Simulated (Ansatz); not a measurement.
Reaction (ligand exchange at a B–N bond): `BN=C` + `O[Si](O)(O)O` → `BO[Si](O)(O)O` + `C=N`

Computed with Ansatz on PBE0-D4/def2-TZVP structures; ΔE is electronic, products minus reactants. CCSD(T)/CBS adds triple-zeta CCSD(T) − MP2 to the extrapolated MP2 energy (def2 sets, frozen cores). This one scheme is used for every species. DFT in def2-TZVPP. One conformer a species, not always the lowest.

`BN=C`:

```xyz
7

B    -0.390   -0.452    1.158
N     0.015    0.017   -0.043
C     0.386    0.447   -1.145
H    -1.231    0.153    1.757
H     0.107   -1.456    1.579
H    -0.106    0.140   -2.073
H     1.218    1.151   -1.232
```

`O[Si](O)(O)O`:

Cartesian coordinates in Å:
```
O 0.366 -1.051 -1.193
Si 0.000 0.000 0.000
O 1.361 0.191 0.878
O -1.156 -0.484 1.044
O -0.571 1.343 -0.729
H 0.965 -1.764 -0.968
H 1.255 0.543 1.763
H -2.064 -0.370 0.761
H -0.156 1.591 -1.556
```

`BO[Si](O)(O)O`:

Cartesian coordinates in Å:
```
B -0.835 -0.464 1.820
O 0.241 -0.261 1.038
Si 0.394 0.215 -0.528
O -0.745 1.276 -0.992
O 1.786 1.026 -0.706
O 0.329 -1.187 -1.360
H -0.659 -0.844 2.943
H -1.944 -0.264 1.392
H -1.641 0.950 -1.085
H 2.548 0.702 -0.224
H 0.526 -1.148 -2.297
```

`C=N`:

Cartesian coordinates in Å:
```
C -0.081 0.062 -0.377
N 0.375 -0.633 0.571
H -0.530 1.056 -0.266
H -0.033 -0.337 -1.392
H 0.270 -0.148 1.463
```

```json
{"level": "CAM-B3LYP-D4", "ΔE (kJ/mol)": "-5.1"}
{"level": "revPBE", "ΔE (kJ/mol)": "11.0"}
{"level": "r2SCAN0", "ΔE (kJ/mol)": "-0.5"}
{"level": "HF/def2-QZVPP", "ΔE (kJ/mol)": "-32.5"}
```

Question: What does CCSD(T)/CBS give? (Estimate.)

Answer: The calculation gave: -11.6 kJ/mol. The listed levels differ from it by 6.5, 22.6, 11.1, -20.9 kJ/mol.

Question: What do rigid-rotor, harmonic-oscillator terms from PBE0-D4/def2-TZVP frequencies (298.15 K, 1 bar) make of the CCSD(T)/CBS value? (Estimate.)

Answer: Computed: ΔZPE = +0.4 kJ/mol, ΔH = -9.7 kJ/mol, ΔS = 22 J/(mol·K), ΔG = -16.2 kJ/mol.

Largest T1 diagnostic among the species: 0.016.

From BLYP to BHLYP (50 % exact exchange), in def2-TZVPP and without D4, ΔE moves by −17.8 kJ/mol. In def2-TZVPP, CCSD(T) changes the Hartree–Fock value by +17.4 kJ/mol (the triples alone add +2.4 kJ/mol) and MP2 by +19.4 kJ/mol. The D4 term adds −3.0 kJ/mol with B3LYP and −1.8 kJ/mol with PBE0; it sums over pairs of atoms, weighted by their polarisabilities, and B3LYP, whose exchange is more repulsive, gets the larger term.

B3LYP here is the variant with VWN-RPA as its local correlation; programs differ in this.
